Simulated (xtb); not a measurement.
xtb input (GFN1-xTB):

```bash
xtb mol.xyz --gfn 1 --sp --chrg 1 --uhf 0
```
mol.xyz:
```
5

O      1.12597235     0.31349809    -0.45928207
B      0.00766325    -0.00083978     0.02086262
O     -1.16366227    -0.30936783     0.35667418
H      2.03405412    -0.00587611    -0.34018973
H     -1.77085104    -0.02296707     1.05673972
```

Output:

```
           -------------------------------------------------
          |                Calculation Setup                |
           -------------------------------------------------

           -------------------------------------------------
          |                 G F N 1 - x T B                 |
           -------------------------------------------------

        Reference                      10.1021/acs.jctc.7b00118
      * Hamiltonian:
        H0-scaling (s, p, d)           1.850000    2.250000    2.000000
        zeta-weighting                 0.000000
      * Dispersion:
        s8                             2.400000
        a1                             0.630000
        a2                             5.000000
        s9                             0.000000
      * Repulsion:
        kExp                           1.500000
        rExp                           1.000000
      * Coulomb:
        alpha                          2.000000
        third order                    atomic
        anisotropic                    false
      * Halogen bond correction:
        rad-scale                      1.300000
        damping                        0.440000

          ...................................................
          :                      SETUP                      :
          :.................................................:
          :  # basis functions                  16          :
          :  # atomic orbitals                  16          :
          :  # shells                           10          :
          :  # electrons                        16          :
          :  # halogen bonds                     0          :
          :  max. iterations                   250          :
          :  Hamiltonian                  GFN1-xTB          :
          :  restarted?                      false          :
          :  GBSA solvation                  false          :
          :  PC potential                    false          :
          :  electronic temp.          300.0000000     K    :
          :  accuracy                    1.0000000          :
          :  -> integral cutoff          0.2500000E+02      :
          :  -> integral neglect         0.1000000E-07      :
          :  -> SCF convergence          0.1000000E-05 Eh   :
          :  -> wf. convergence          0.2000000E-04 e    :
          :  Broyden damping             0.4000000          :
          :  net charge                          1          :
          :  unpaired electrons                  0          :
          ...................................................

 iter      E             dE          RMSdq      gap      omega  full diag
   1    -11.4727305 -0.114727E+02  0.814E+00   12.67       0.0  T
   2    -11.5871969 -0.114466E+00  0.426E+00    9.93       1.0  T
   3    -11.5895028 -0.230588E-02  0.212E+00   10.55       1.0  T
   4    -11.5909695 -0.146664E-02  0.255E-01   10.18       1.0  T
   5    -11.5911434 -0.173961E-03  0.135E-01   10.35       1.0  T
   6    -11.5912658 -0.122426E-03  0.757E-04   10.29      59.1  T
   7    -11.5912658  0.221690E-07  0.212E-03   10.29      21.0  T
   8    -11.5912659 -0.264973E-07  0.415E-05   10.29    1078.1  T
   9    -11.5912659 -0.103189E-10  0.122E-07   10.29  100000.0  T

   *** convergence criteria satisfied after 9 iterations ***

         #    Occupation            Energy/Eh            Energy/eV
      -------------------------------------------------------------
         1        2.0000           -1.0954604             -29.8090
         2        2.0000           -1.0863541             -29.5612
         3        2.0000           -0.9690426             -26.3690
         4        2.0000           -0.9318835             -25.3578
         5        2.0000           -0.8964197             -24.3928
         6        2.0000           -0.8851266             -24.0855
         7        2.0000           -0.8431481             -22.9432
         8        2.0000           -0.8392080             -22.8360 (HOMO)
         9                         -0.4611781             -12.5493 (LUMO)
        10                         -0.4600918             -12.5197
        11                         -0.3893637             -10.5951
        12                         -0.3712121             -10.1012
        13                         -0.1393005              -3.7906
       ...                                ...                  ...
        16                          1.1905667              32.3970
      -------------------------------------------------------------
                  HL-Gap            0.3780299 Eh           10.2867 eV
             Fermi-level           -0.6501930 Eh          -17.6927 eV

 SCC (total)                   0 d,  0 h,  0 min,  0.002 sec
 SCC setup                      ...        0 min,  0.000 sec (  2.864%)
 Dispersion                     ...        0 min,  0.000 sec (  1.948%)
 classical contributions        ...        0 min,  0.000 sec (  0.807%)
 integral evaluation            ...        0 min,  0.000 sec ( 21.577%)
 iterations                     ...        0 min,  0.001 sec ( 36.428%)
 molecular gradient             ...        0 min,  0.001 sec ( 32.039%)
 printout                       ...        0 min,  0.000 sec (  4.052%)

         :::::::::::::::::::::::::::::::::::::::::::::::::::::
         ::                     SUMMARY                     ::
         :::::::::::::::::::::::::::::::::::::::::::::::::::::
         :: total energy             -11.471994424691 Eh    ::
         :: gradient norm              0.029458621678 Eh/a0 ::
         :: HOMO-LUMO gap             10.286716180235 eV    ::
         ::.................................................::
         :: SCC energy               -11.591265852389 Eh    ::
         :: -> electrostatic           0.178979946139 Eh    ::
         :: repulsion energy           0.119973731727 Eh    ::
         :: dispersion energy         -0.000702304028 Eh    ::
         :: halogen bond corr.         0.000000000000 Eh    ::
         :: add. restraining           0.000000000000 Eh    ::
         :: total charge               1.000000000000 e     ::
         :::::::::::::::::::::::::::::::::::::::::::::::::::::

           -------------------------------------------------
          |                Property Printout                |
           -------------------------------------------------

    * Orbital Energies and Occupations

         #    Occupation            Energy/Eh            Energy/eV
      -------------------------------------------------------------
         1        2.0000           -1.0954604             -29.8090
         2        2.0000           -1.0863541             -29.5612
         3        2.0000           -0.9690426             -26.3690
         4        2.0000           -0.9318835             -25.3578
         5        2.0000           -0.8964197             -24.3928
         6        2.0000           -0.8851266             -24.0855
         7        2.0000           -0.8431481             -22.9432
         8        2.0000           -0.8392080             -22.8360 (HOMO)
         9                         -0.4611781             -12.5493 (LUMO)
        10                         -0.4600918             -12.5197
        11                         -0.3893637             -10.5951
        12                         -0.3712121             -10.1012
        13                         -0.1393005              -3.7906
        14                          0.1065897               2.9005
        15                          0.1609873               4.3807
        16                          1.1905667              32.3970
      -------------------------------------------------------------
                  HL-Gap            0.3780299 Eh           10.2867 eV
Note: The following floating-point exceptions are signalling: IEEE_DENORMAL
normal termination of xtb
             Fermi-level           -0.6501930 Eh          -17.6927 eV

  Mulliken/CM5 charges         n(s)   n(p)   n(d)
     1O    -0.40967 -0.53365   1.638  4.772  0.000
     2B     0.84304  0.74033   0.719  1.438  0.000
     3O    -0.40967 -0.53365   1.638  4.772  0.000
     4H     0.48815  0.66348   0.512  0.000  0.000
     5H     0.48815  0.66348   0.512  0.000  0.000

Wiberg/Mayer (AO) data.
largest (>0.10) Wiberg bond orders for each atom

 ---------------------------------------------------------------------------
     #   Z sym  total        # sym  WBO       # sym  WBO       # sym  WBO
 ---------------------------------------------------------------------------
     1   8 O    2.356 --     2 B    1.526     4 H    0.728
     2   5 B    3.092 --     3 O    1.526     1 O    1.526
     3   8 O    2.356 --     2 B    1.526     5 H    0.728
     4   1 H    0.761 --     1 O    0.728
     5   1 H    0.761 --     3 O    0.728
 ---------------------------------------------------------------------------

Topologies differ in total number of bonds
Writing topology from bond orders to xtbtopo.mol

 dipole moment from electron density (au)
     X       Y       Z
   0.3563  -0.0390   0.9699  total (Debye):    2.628

           -------------------------------------------------
          | TOTAL ENERGY              -11.471994424691 Eh   |
          | GRADIENT NORM               0.029458621678 Eh/α |
          | HOMO-LUMO GAP              10.286716180235 eV   |
           -------------------------------------------------

------------------------------------------------------------------------
------------------------------------------------------------------------
 total:
 SCF:
```
